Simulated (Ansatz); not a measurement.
`[SiH3][SiH](S)Br` + HBr → `[SiH3][SiH](Br)Br` + H₂S at 700 K and 1 bar (ligand exchange at the Si–S bond).

Gas-phase electronic energies from Ansatz, PBE0-D4/def2-TZVP geometries. CCSD(T)/CBS adds triple-zeta CCSD(T) − MP2 to the extrapolated MP2 energy (def2 sets, frozen cores). This one scheme is used for every species. For Br outer-core shells are correlated without core-valence functions, which leaves a few kJ/mol of doubt a bond. Scalar relativity is left out up to krypton. Each species was taken in one conformer, which may not be the lowest.

```json
{"species": "`[SiH3][SiH](S)Br`", "CCSD(T)/CBS energy (Eh)": "-3552.32885", "H − E (kJ/mol)": "197.8", "S (J/(mol·K))": "500.0"}
{"species": "HBr", "CCSD(T)/CBS energy (Eh)": "-2573.91920", "H − E (kJ/mol)": "36.5", "S (J/(mol·K))": "223.7"}
{"species": "`[SiH3][SiH](Br)Br`", "CCSD(T)/CBS energy (Eh)": "-5727.28842", "H − E (kJ/mol)": "168.7", "S (J/(mol·K))": "486.6"}
{"species": "H₂S", "CCSD(T)/CBS energy (Eh)": "-398.97279", "H − E (kJ/mol)": "64.8", "S (J/(mol·K))": "236.9"}
```

H − E and S are ideal-gas, rigid-rotor, harmonic terms from PBE0-D4/def2-TZVP, for one conformer and one mirror image of each species. 1 Eh = 2625.50 kJ/mol, R = 8.31446 J/(mol·K).

Problem. By hand: ΔE, ΔH, ΔS and ΔG.

Solution. ΔE = (-5727.28842) + (-398.97279) − (-3552.32885) − (-2573.91920) = -0.01316 Eh = -34.6 kJ/mol. Δ(H − E) = 168.7 + 64.8 − 197.8 − 36.5 = -0.8, so ΔH = -35.4 kJ/mol. ΔS = 486.6 + 236.9 − 500.0 − 223.7 = -0.2 J/(mol·K). ΔG = -35.4 − 700 × (-0.2)/1000 = -35.3 kJ/mol.

Problem. By hand: the equilibrium constant, and the temperature at which ΔG would vanish if ΔH and ΔS stayed fixed.

Solution. log₁₀ K = −ΔG/(RT ln 10) = 2.6. ΔG = 0 at ΔH/ΔS = 177000 K, far beyond where these terms or the molecules hold.

The number of gas molecules stays the same, so ΔS is small and ΔH decides. A doubt of 5 kJ/mol in ΔE shifts log₁₀ K by 0.4 here. Other conformers and mirror images would add mixing entropy, several J/(mol·K) or more a flexible species. These are equilibria of isolated gas molecules and say nothing of rates. Largest T1 diagnostic: 0.010 (customary marks: 0.02 for closed shells, 0.045 for open ones).
